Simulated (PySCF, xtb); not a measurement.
WOCl3, SMILES [W]([Cl])([Cl])(=[O])[Cl] (connectivity only; charge and spin as stated), neutral, multiplicity 2.

Harmonic wavenumbers (cm⁻¹) from xtb with GFN2-xTB at its own minimum, in rising order: 74, 81, 108, 126, 168, 316, 332, 360, 883.

Task: What does PySCF with PBE-D3(BJ)/def2-SVP give at its own minimum? (Estimate from the structure and the level; the computed values follow.)

Result: 65, 86, 112, 122, 214, 387, 387, 405, 1004. Paired by order, the mean absolute difference is 40 cm⁻¹ and the zero-point energies are 3.5 and 4.0 kcal/mol.
